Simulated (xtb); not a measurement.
Sn(H)(SH) (H2SSn), SMILES [SnH][SH] (connectivity only; charge and spin as stated), neutral, multiplicity 1. All values are semi-empirical tight-binding results from xtb (GFN2-xTB unless named), good for trends rather than for accurate numbers. Geometry optimised at GFN2-xTB.

Optimised geometry:

Bonds (Å): Sn1–H2 1.821, Sn1–S3 2.411, S3–H4 1.332. Bond angles (°): H2–Sn1–S3 91.2, Sn1–S3–H4 97.3.

For metal compounds this method's bond lengths and energies can be far off.

| Quantity | Result |
|---|---|
| point group as xtb finds it | Cs |
| orbital gap | 3.12 eV |
| zero-point energy | 7.9 kcal/mol |
| G − E(el) at 298.15 K (modified RRHO) | -9.2 kcal/mol |

### Question
Give the atomic charges and the Wiberg bond orders between heavy atoms. (The exact figures need the calculation; the answer reports its results.)

### Answer
charges (e) Sn1 0.30, H2 -0.15, S3 -0.32, H4 0.18. Bond orders Sn1–S3 1.31.
